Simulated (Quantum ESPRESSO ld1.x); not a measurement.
Results of a calculation; reference values are marked as such.
One sound ld1.x (Quantum ESPRESSO 7.5) input for neutral aluminium gives E = -242.375 hartree in 31 iterations:

```
 &input
    zed=13.0,
    iswitch=1,
    rel=0,
    dft='BLYP',
    config='[Ne] 3s2 3p1',
    verbosity='high',
    prefix='ld1',
    max_out_wfc=37,
    file_charge='ld1.rho',
 /
```

Changed or added lines, one case at a time, and what came of them:

- beta=0.001: not converged. So little new potential is mixed in that the limit of 200 iterations comes first; the energy is off by -0.0006045 hartree.
- config='[Ne] 3s2 3p1 1p1': refused. The program stops in el_config with "main/angular quantum number mismatch": l must be smaller than n.
- config='[Ne] 3s2 3p1 4d-1': harmless. A negative occupation marks a state as unused; the result equals that of the sound run.
- rmax=5000.0: harmless. The energy moves by less than 1e-5 hartree against the default mesh (-242.375 hartree).
- config='[Ne] 3s2 3p1 4s4': refused. The program stops in el_config with "wrong occupancy:4": an s shell holds at most 2 electrons.
- dft='SCAN': refused. The program stops in set_dft_from_name with "libxc needed for this functional": this build has no Libxc.
- config='[Ne] 3s2 3p': refused. The program stops in el_config with "no occupancy field?": each term needs its occupation.
